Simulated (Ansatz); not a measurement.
Geometry optimisation, RKS PBE/def2-SVP (Ansatz).

Input file:

```yaml
crystal:
  periodic: [false, false, false]
  atoms:
    - { symbol: Ga, position_ang: [-1.77632, -0.569358, -1.304614] }
    - { symbol: Si, position_ang: [1.015996, 0.401081, 0.807232] }
    - { symbol: S, position_ang: [-0.647691, -2.083656, -2.049202] }
    - { symbol: H, position_ang: [0.443714, -0.466954, -0.218902] }
    - { symbol: H, position_ang: [-2.640983, 0.582326, -0.733247] }
    - { symbol: H, position_ang: [2.512611, 0.464095, 0.68539] }
    - { symbol: H, position_ang: [0.445104, 1.785287, 0.640613] }
    - { symbol: H, position_ang: [0.647469, -0.112821, 2.172529] }
basis:
  gaussian: { orbitals: def2-SVP }
hamiltonian:
  xc: pbe
relax:
  f_tol: 0.03
  max_steps: 50
output:
  orbitals: {}
```

Command:

```bash
$ ansatz run input.yaml --threads 2 --pin off --max-ram 3072MiB --backend cpu --events-out ev --progress --plain --runs-dir out
```

Where does it end, and by what steps?

It converged. The force dipped under the threshold on the way, but the program's further checks kept it going. After 6 steps the energy has fallen by 0.185 eV; S3 moved furthest, 0.77 Å.

```tsv
step	energy less start (eV)	largest force component (eV/Å)	accepted
0	0.0000	0.819	yes
1	-0.1050	0.220	yes
2	-0.1520	0.213	yes
3	-0.1751	0.104	yes
4	-0.1822	0.088	yes
5	-0.1848	0.019	yes
6	-0.1852	0.024	yes
```

```xyz
8
Properties=species:S:1:pos:R:3
Ga -1.785 -0.787 -1.481
Si 1.070 0.556 0.959
S -1.141 -2.383 -2.556
H 0.382 -0.282 -0.095
H -2.378 0.420 -0.715
H 2.553 0.491 0.740
H 0.586 1.973 0.836
H 0.714 0.012 2.313
```

Whether the end is a true minimum wasn't checked by a vibrational analysis.

Time of the run: 11 s on 2 threads of Arm Neoverse V1 (shared host), peak memory 0.13 GiB.
